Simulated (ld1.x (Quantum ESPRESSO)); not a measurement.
**cobalt (Co): one change to a PAW potential, before and after**

- Element: cobalt (Co)
- Generator: ld1.x (Quantum ESPRESSO) 7.5
- Type: PAW
- Functional: Wu–Cohen
- Relativity: scalar-relativistic
- Frozen core: [Ar]
- Valence charge: 9
- Reference configuration: 3d7 4s1.5 4p0.5
- Partial waves: 4s (bound): rcut 1.75, rcutus 2.40 bohr; 4s channel at 0.3 Ry: rcut 1.75, rcutus 2.40 bohr; 4p (bound): rcut 2.85, rcutus 3.85 bohr; 4p channel at 0.7 Ry: rcut 2.85, rcutus 3.85 bohr; 3d (bound): rcut 0.75, rcutus 0.95 bohr; 3d channel at 0.25 Ry: rcut 0.75, rcutus 0.95 bohr
- Local potential: all-electron potential smoothed inside 2.65 bohr (lloc = -1)
- Core correction: Bessel-smoothed model core inside 0.85 bohr
- Augmentation charge: BESSEL, radius 0.80 bohr

All-electron outer shells of the reference configuration (Wu–Cohen, scalar-relativistic, ld1.x):

```tsv
shell	level (eV)	outermost node (bohr)	outermost maximum (bohr)
3s	-103.15	0.31	0.66
3p	-66.53	0.28	0.68
3d	-9.18	–	0.66
4s	-6.12	0.96	2.29
4p	-1.69	1.05	3.13
```

Change: local potential all-electron potential smoothed inside 3.76 bohr (lloc = -1).

Cutoffs: the cutoffs (Ry, on a coarse ladder) from which the occupation-weighted sum of valence levels, in a spherical-Bessel basis at the reference potential, stays within 10 and 1 mRy of its value at 400 Ry; they do not see the model core or the augmentation charge, which bear on the density cutoff. Errors are all-electron minus pseudo energies relative to the spin-unpolarised reference configuration.

How do hardness, ghosts and transferability respond?

The potential gets neither clearly harder nor softer (120 Ry and 200 Ry → 120 Ry and 200 Ry); of the 7 tests that both files solve, the error grows in 5 and shrinks in 1 by more than 15 % and 0.3 meV (median size 12.6 → 16.3 meV); neither file shows a bound ghost.

| quantity | base | changed |
| --- | --- | --- |
| cutoff, loose | 120 Ry | 120 Ry |
| cutoff, tight | 200 Ry | 200 Ry |
| bound ghosts | none | none |
| error for 3d7 4s2 4p0, meV [ΔE -2.17 eV] | 0.0 | +0.2 |
| error for 3d7 4s1 4p0, meV [ΔE 6.89 eV] | -0.8 | -1.9 |
| error for 3d7 4s0 4p0, meV [ΔE 23.57 eV] | -13 | -16 |
| error for 3d6 4s0 4p0, meV [ΔE 59.44 eV] | -253 | -299 |
| error for 3d6 4s2 4p1, meV [ΔE 7.53 eV] | -117 | -135 |
| error for 3d7 4s0 4p1, meV [ΔE 12.32 eV] | -7.5 | -6.0 |
| error for 3d7.5 4s1.5 4p0, meV [ΔE -3.14 eV] | -18 | -24 |
| s: phases at 4.20 bohr within 0.05 rad from the reference energy up to (Ry; the scan ends near 5) | 3.6 | 3.4 |
| p: phases at 4.20 bohr within 0.05 rad from the reference energy up to (Ry; the scan ends near 5) | 1.4 | 1.2 |
| d: phases at 4.20 bohr within 0.05 rad from the reference energy up to (Ry; the scan ends near 5) | 2.4 | 2.1 |
| lowest overlap eigenvalue by channel | s 0.41, p 0.11, d 1.00 | s 0.49, p 0.54, d 1.00 |
